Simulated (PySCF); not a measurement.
C₄H₈ClF. Atoms are numbered in the order given.

```xyz
14

C     -0.4171     1.9316    -0.6315
C     -0.1519     0.4784    -0.9969
C     -1.4311    -0.3272    -1.1758
C      0.8000    -0.1773    -0.0127
F      1.1115    -1.4296    -0.4236
Cl     0.1060    -0.2791     1.6379
H     -0.9634     1.9996     0.3214
H      0.5173     2.5054    -0.5283
H     -1.0246     2.4167    -1.4093
H      0.4105     0.4538    -1.9491
H     -2.0482     0.1068    -1.9760
H     -2.0228    -0.3287    -0.2479
H     -1.2072    -1.3703    -1.4400
H      1.7341     0.3951     0.0973
```
Charge 0, spin multiplicity 1.

Coordinates come from a PBE0-D3(BJ)/def2-SVP optimisation. One conformer was computed; it need not be the lowest.

Method: B3LYP/pcSseg-1 run with PySCF.

GIAO shieldings, no solvent; atoms listed in one row are averaged. δ = σ(ref) − σ: ¹³C against TMS (σ = 181.3 ppm); ¹⁹F against CFCl3 (σ = 161.7 ppm); ³⁵Cl against HCl (σ = 933.3 ppm); ¹H against TMS (σ = 31.68 ppm), references at their B3LYP-D3(BJ)/def2-TZVP geometries, non-relativistic (without spin–orbit terms, shifts of atoms bonded to Cl or Br come out too high).

Computed chemical shifts:
```
nucleus          atoms  count  δ (ppm)
-------  -------------  -----  -------
¹³C                 C4      1    119.1
¹³C                 C2      1     41.4
¹³C                 C1      1     21.8
¹³C                 C3      1     16.5
¹⁹F                 F5      1   -155.1
³⁵Cl               Cl6      1    184.7
¹H                 H14      1     6.35
¹H                 H10      1     2.18
¹H       H11, H12, H13      3     1.39
¹H          H7, H8, H9      3     1.21
```
